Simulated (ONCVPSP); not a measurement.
Before and after: ONCV potential for hydrogen (H)

H, optimised norm-conserving Vanderbilt (ONCV), made with ONCVPSP 4.0.1 (PW91, scalar-relativistic). Core none, reference 1s1. Waves: 1s: rc 0.85 bohr, ncon 4, nbas 9, qcut 9.8 1/bohr, 2 projectors, debl 3.8 Ha; p scattering state at 0.27 Ha: rc 0.70 bohr, ncon 5, nbas 8, qcut 11.5 1/bohr, 1 projector. Local part: polynomial inside 0.45 bohr (lpopt 1, dvloc0 3 Ha). Core correction: none.

Change: s: qcut 8.5; p: qcut 10.

Cutoffs: the cutoffs (Ha) at which the residual kinetic energy of the hardest occupied pseudo-wave falls to 1 and 0.1 mHa per electron; they do not see the model core or the augmentation charge, which bear on the density cutoff. Errors are all-electron minus pseudo energies relative to the spin-unpolarised reference configuration.

Question: How do hardness, ghosts and transferability respond?

Answer: The potential gets softer (23 Ha and 36 Ha → 22 Ha and 32 Ha); neither file shows a bound ghost.

| quantity | base | changed |
| --- | --- | --- |
| cutoff, loose | 23 Ha | 22 Ha |
| cutoff, tight | 36 Ha | 32 Ha |
| bound ghosts | none | none |
| GHOST(+) flags under 300 eV | none | none |
| error for 1s0.5, meV [ΔE 4.79 eV] | +0.3 | +0.5 |
| s: phases at 0.86 bohr within 0.05 rad from the reference energy up to (Ha; the scan ends near 5) | to the end of the scan | to the end of the scan |
| p: phases at 0.71 bohr within 0.05 rad from the reference energy up to (Ha; the scan ends near 5) | to the end of the scan | to the end of the scan |
